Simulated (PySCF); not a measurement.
Constitutional and geometric isomers with formula C4H3N. Isolated molecules, 0 K electronic values unless said otherwise. Strings in code marks are SMILES.

These are PySCF with B3LYP-D3(BJ)/def2-TZVP values and carry that method's errors. All candidates: neutral, multiplicity 1. B3LYP has the VWN-RPA correlation part, as in Gaussian. Excitations are Tamm–Dancoff values on a coarser integration grid. The basis has no diffuse functions, so Rydberg states are missing or too high.

```json
{
  "S1 excitation (TDA)": "5.18 eV",
  "dipole_moment": "5.33 D",
  "LUMO": "-1.33 eV"
}
```

Task: Identify which member has these values.
A) `C=C=CC#N`
B) `C#CCC#N`
C) `C=C=C=C=N`
D) `CC#CC#N`

Result: D, `CC#CC#N`. The others give `C=C=CC#N`: 5.47 eV, 4.44 D, -1.63 eV; `C#CCC#N`: 6.60 eV, 3.70 D, -0.16 eV; `C=C=C=C=N`: 2.84 eV, 1.51 D, -2.08 eV
